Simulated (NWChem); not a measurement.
System: CH₃FMg; SMILES [CH3][Mg][F]

Here is an NWChem input.

```
start job
memory heap 200 mb stack 900 mb global 1100 mb
geometry units angstroms noautoz
  Mg    -0.077021     0.280852     0.001357
  F      0.200700     2.024702    -0.001121
  C     -0.403602    -1.771537     0.004276
  H      0.062229    -2.259015    -0.868585
  H     -1.479419    -2.013070    -0.023262
  H      0.014685    -2.249260     0.906114
end
basis spherical
  * library def2-svp
end
dft
  xc xpbe96 cpbe96
  iterations 150
  mulliken
end
task dft energy
```

All runs use the structure optimised with PBE0/def2-SVP.

Problem. Give the results of this calculation. (PBE/def2-SVP.) Quantities: energy (Ha); highest occupied level (eV); orbital gap (eV); dipole (D).

Solution. 
| Quantity | Result |
|---|---|
| energy (Ha) | -339.43 |
| highest occupied level (eV) | -6.37 |
| orbital gap (eV) | 4.74 |
| dipole (D) | 2.04 |
